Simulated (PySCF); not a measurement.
**EPR parameters of C4H9FNSi2**

C4H9FNSi2 (doublet state).
Structure used (GFN2-xTB), in Å, numbered top down from 1:
```
atom  x, y, z in Å
C1     4.369    0.877   -1.845
C2     3.440    1.061   -1.106
Si3    2.008    1.344    0.037
C4     0.742    0.029   -0.334
Si5   -0.713   -0.360    0.739
F6    -1.093    1.000    1.547
N7    -1.985   -0.909   -0.270
C8    -3.319   -1.203    0.194
H9     5.186    0.716   -2.490
H10    2.487    1.233    1.422
H11    1.480    2.691   -0.228
H12    0.909   -0.605   -1.193
H13   -0.546   -1.316    1.827
H14   -1.968   -0.680   -1.251
H15   -3.975   -0.327    0.153
H16   -3.266   -1.540    1.227
H17   -3.762   -1.997   -0.411
```

The hyperfine couplings belong to this conformer and change with its torsions.

Identity: `C#C[SiH2][CH][Si@@H](F)NC` [radical].

The calculation used PySCF 2.14.0, UKS B3LYP, pcH-1 on C F H N Si, non-relativistic, mean-field spin-orbit, GIAO. One conformer (not necessarily the lowest) at the GFN2-xTB geometry, without solvent, vibrations or thermal averaging. Couplings are sensitive to structure, and on GFN2-xTB geometries they can be far from those on DFT ones. Stability of the SCF solution: not tested.

* g1, g2, g3: 2.00230, 2.00263, 2.00297
* g_iso: 2.00264
* Form of g: rhombic: the two nearest values differ by 49 % of g3 − g1
* ⟨S²⟩: 0.7532 (exact 0.7500)
* α and β electrons: 39, 38
* Total energy: -891.45361 Eh

Isotropic coupling and dipolar principal values T1 to T3, in 10⁻⁴ cm⁻¹; ρ(0) is the spin density at the nucleus (1 × 10⁻⁴ cm⁻¹ = 2.998 MHz):

```json
{"atom": "C1", "isotope": "13C", "a_iso": "-0.1", "of which spin–orbit": "0.0", "T1": "-0.2", "T2": "0.0", "T3": "0.3", "Mulliken spin population": "0.00", "ρ(0) (bohr⁻³)": "-0.0004"}
{"atom": "C2", "isotope": "13C", "a_iso": "0.3", "of which spin–orbit": "0.0", "T1": "-0.2", "T2": "-0.1", "T3": "0.4", "Mulliken spin population": "0.00", "ρ(0) (bohr⁻³)": "0.0009"}
{"atom": "Si3", "isotope": "29Si", "a_iso": "15.5", "of which spin–orbit": "0.0", "T1": "-0.7", "T2": "0.2", "T3": "0.6", "Mulliken spin population": "-0.04", "ρ(0) (bohr⁻³)": "-0.0525"}
{"atom": "C4", "isotope": "13C", "a_iso": "25.0", "of which spin–orbit": "0.0", "T1": "-24.0", "T2": "-23.7", "T3": "47.7", "Mulliken spin population": "0.99", "ρ(0) (bohr⁻³)": "0.0667"}
{"atom": "Si5", "isotope": "29Si", "a_iso": "14.6", "of which spin–orbit": "0.0", "T1": "-0.5", "T2": "-0.2", "T3": "0.6", "Mulliken spin population": "-0.02", "ρ(0) (bohr⁻³)": "-0.0493"}
{"atom": "F6", "isotope": "19F", "a_iso": "1.3", "of which spin–orbit": "0.0", "T1": "-2.4", "T2": "-1.5", "T3": "3.9", "Mulliken spin population": "0.00", "ρ(0) (bohr⁻³)": "0.0010"}
{"atom": "N7", "isotope": "14N", "a_iso": "1.2", "of which spin–orbit": "0.0", "T1": "-0.4", "T2": "-0.3", "T3": "0.8", "Mulliken spin population": "0.02", "ρ(0) (bohr⁻³)": "0.0109"}
{"atom": "C8", "isotope": "13C", "a_iso": "-0.3", "of which spin–orbit": "0.0", "T1": "-0.2", "T2": "-0.1", "T3": "0.3", "Mulliken spin population": "0.00", "ρ(0) (bohr⁻³)": "-0.0007"}
{"atom": "H9", "isotope": "1H", "a_iso": "0.1", "of which spin–orbit": "0.0", "T1": "-0.2", "T2": "-0.2", "T3": "0.3", "Mulliken spin population": "0.00", "ρ(0) (bohr⁻³)": "0.0001"}
{"atom": "H10", "isotope": "1H", "a_iso": "17.9", "of which spin–orbit": "0.0", "T1": "-1.1", "T2": "-0.6", "T3": "1.7", "Mulliken spin population": "0.03", "ρ(0) (bohr⁻³)": "0.0120"}
{"atom": "H11", "isotope": "1H", "a_iso": "24.0", "of which spin–orbit": "0.0", "T1": "-1.1", "T2": "-0.5", "T3": "1.7", "Mulliken spin population": "0.04", "ρ(0) (bohr⁻³)": "0.0161"}
{"atom": "H12", "isotope": "1H", "a_iso": "-18.0", "of which spin–orbit": "0.0", "T1": "-11.6", "T2": "-0.2", "T3": "11.8", "Mulliken spin population": "-0.04", "ρ(0) (bohr⁻³)": "-0.0121"}
{"atom": "H13", "isotope": "1H", "a_iso": "12.3", "of which spin–orbit": "0.0", "T1": "-1.1", "T2": "-0.5", "T3": "1.6", "Mulliken spin population": "0.02", "ρ(0) (bohr⁻³)": "0.0082"}
{"atom": "H14", "isotope": "1H", "a_iso": "-0.4", "of which spin–orbit": "0.0", "T1": "-1.3", "T2": "-0.3", "T3": "1.5", "Mulliken spin population": "0.00", "ρ(0) (bohr⁻³)": "-0.0003"}
{"atom": "H15", "isotope": "1H", "a_iso": "0.8", "of which spin–orbit": "0.0", "T1": "-0.3", "T2": "-0.3", "T3": "0.6", "Mulliken spin population": "0.00", "ρ(0) (bohr⁻³)": "0.0006"}
{"atom": "H16", "isotope": "1H", "a_iso": "0.2", "of which spin–orbit": "0.0", "T1": "-0.3", "T2": "-0.2", "T3": "0.5", "Mulliken spin population": "0.00", "ρ(0) (bohr⁻³)": "0.0001"}
{"atom": "H17", "isotope": "1H", "a_iso": "0.9", "of which spin–orbit": "0.0", "T1": "-0.3", "T2": "-0.2", "T3": "0.4", "Mulliken spin population": "0.00", "ρ(0) (bohr⁻³)": "0.0006"}
```

The largest Mulliken spin population is on C4 (+0.99). The angles at C4 add up to 359.8°, so it is planar; its axial dipolar tensor and the negative coupling of its proton fit spin in a p orbital normal to that plane.

Axes: g3 points within 7° of the C4–Si5 bond.

Under fast tumbling the dipolar parts average out, and these isotropic splittings remain (the largest six): 1 × 1H (H11, I = 1/2, 2 lines) with 2.57 mT, 1 × 1H (H12, I = 1/2, 2 lines) with 1.93 mT, 1 × 1H (H10, I = 1/2, 2 lines) with 1.92 mT, 1 × 1H (H13, I = 1/2, 2 lines) with 1.31 mT, 1 × 19F (F6, I = 1/2, 2 lines) with 0.14 mT and 1 × 14N (N7, I = 1, 3 lines) with 0.13 mT.

Means are taken over nuclei equivalent by connectivity, which assumes that they swap fast.

The 29Si coupling of Si3 (46.6 MHz) shows only in satellite lines or after enrichment, since that isotope makes up about 4.7 % of natural silicon.

The 13C coupling of C4 (74.9 MHz) shows only in satellite lines or after enrichment, since that isotope makes up about 1.07 % of natural carbon.

Examples of negative spin density at the nucleus (bohr⁻³): Si3 (-0.0525), Si5 (-0.0493) and H12 (-0.0121).
